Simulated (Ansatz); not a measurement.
Consider the hydrogenolysis of the Si–S bond: `N[SiH]([SiH3])S` + H₂ → `N[SiH2][SiH3]` + H₂S.

Computed with Ansatz on PBE0-D4/def2-TZVP structures; ΔE is electronic, products minus reactants. CCSD(T)/CBS is the MP2 limit (def2-TZVPP, def2-QZVPP) plus CCSD(T) − MP2 in def2-TZVPP, frozen cores. This one scheme is used for every species. Functionals use def2-TZVPP. One conformer a species, not always the lowest.

`N[SiH]([SiH3])S`:

```xyz
11

N     1.816   -0.631    0.216
Si    0.338   -0.296   -0.582
Si   -1.375    0.023    0.979
S     0.494    1.511   -1.757
H     2.168   -0.012    0.928
H     2.566   -1.085   -0.280
H     0.077   -1.454   -1.477
H    -2.578    0.575    0.297
H    -0.926    1.004    2.005
H    -1.753   -1.245    1.661
H    -0.826    1.611   -1.990
```

H₂:

Cartesian coordinates in Å:
```
H 0.081 -0.066 0.358
H -0.081 0.066 -0.358
```

`N[SiH2][SiH3]`:

```xyz
10

N     1.605   -0.441   -0.658
Si    0.522    0.708    0.036
Si   -1.571   -0.305    0.305
H     1.690   -1.356   -0.246
H     2.493   -0.131   -1.020
H     0.433    1.859   -0.903
H     0.938    1.272    1.359
H    -1.433   -1.561    1.096
H    -2.182   -0.649   -1.007
H    -2.494    0.604    1.039
```

H₂S:

```xyz
3

S    -0.318    0.525   -0.081
H     0.151   -0.119    0.997
H     0.167   -0.406   -0.916
```

| level | ΔE (eV) |
| --- | --- |
| BHLYP-D4 | 0.47 |
| CCSD/def2-SVP | 0.26 |
| HF/def2-QZVPP | 0.24 |
| CCSD/CBS(def2) | 0.45 |

**Question.** What does CCSD(T)/CBS give? (Best estimate.)

**Answer.** The calculation gave: +0.51 eV. The listed levels differ from it by -0.04, -0.25, -0.27, -0.06 eV.

Largest T1 diagnostic among the species: 0.012.

At CCSD(T), def2-SVP lies −0.22 eV from the extrapolated value and def2-TZVPP −0.06 eV. From BLYP to BHLYP (50 % exact exchange), in def2-TZVPP and without D4, ΔE moves by −0.03 eV. The D4 term adds +0.13 eV with B3LYP and +0.07 eV with PBE0; it sums over pairs of atoms, weighted by their polarisabilities, and B3LYP, whose exchange is more repulsive, gets the larger term.

B3LYP here is the variant with VWN-RPA as its local correlation; programs differ in this.
